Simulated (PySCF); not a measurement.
Vertical excitations of a molecule C₃H₇NO from TDA-PBE0/def2-SVPD (PySCF 2.14.0), as energy in eV (oscillator strength): 5.80 (0.001), 6.50 (0.028), 6.96 (0.088), 7.31 (0.242), 7.50 (0.007), 7.64 (0.004), 7.98 (0.055), 8.05 (0.022), 8.21 (0.000), 8.59 (0.000). Lowest triplet (TDA): 5.00 eV. Geometry: PBE0-D3(BJ)/def2-SVP. Other conformers were not sampled.

**Question.** Identify the compound among the candidates.
A. C/N=C/OC
B. CN(C)C=O
C. C/N=C\CO

**Answer.** B, CN(C)C=O
